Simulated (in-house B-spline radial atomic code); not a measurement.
The numbers below are computed, except where a source is named.
Two electrons in InAs: a Gaussian well −V exp(−r²/w²) with V = 43.6 meV and w = 344 nm

For InAs the NSM archive of the Ioffe Institute lists m* = 0.023 m0 and ε = 15.15. In so narrow a gap the band flattens within tens of meV, so real spacings are smaller, by up to some tenths.

Effective-mass model with parabolic bands, a uniform dielectric constant, no image charges, no central-cell or spin-orbit terms. Two-electron levels come from full CI in B-splines with partial waves to l = 5 (up to 0.001 effective hartree above the limit).

(1) What are the effective units, and what is the potential in them?

In these units the lowest s and p orbitals lie at -15.150802 and -14.591142, and their Coulomb and exchange integrals are J_ss = 0.597396, J_sp = 0.496266 and K_sp = 0.09889. Full CI gives -29.769233 for the ground singlet, -29.361254 for the sp triplet, -29.211577 for the sp singlet and -28.816368 for the lowest triplet of two s orbitals.

(2) What does it cost to add the second electron, to first order and exactly?

(3) How far above the singlet do the triplets lie?

## Answers

(1) Ha* = 27211.386 meV × 0.023/15.15² = 2.727 meV and a* = 0.0529177 nm × 15.15/0.023 = 34.86 nm. V = 16 Ha* and w = 9.88 a*.

(2) To first order E = 2ε_s + J_ss = -29.704208, so the charging energy E(2) − 2E(1) is J_ss = 1.629 meV. CI gives -29.769233 − 2 × (-15.150802) = 0.532371, or 1.452 meV: relaxation and correlation lower it by 0.1773 meV, 10.9 % of J_ss. The s² configuration of one-electron orbitals holds 95.6 % of the state, and the mean radius is 57.3 nm. The second electron is bound by ε_s − E = 39.86 meV, against 41.31 meV for the first.

(3) To first order the sp triplet lies at ε_s + ε_p + J_sp − K_sp = -29.344573, which is 0.9807 meV above 2ε_s + J_ss. CI gives -29.361254 − (-29.769233) = 0.407979, or 1.112 meV, 73 % of the orbital spacing of 1.526 meV. The ss triplet lies 2.598 meV up, so the lower of the two is the sp one, and its gap equals k_BT at 12.9 K. The sp singlet-triplet splitting is 0.4081 meV, against 2K_sp = 0.5393 meV.
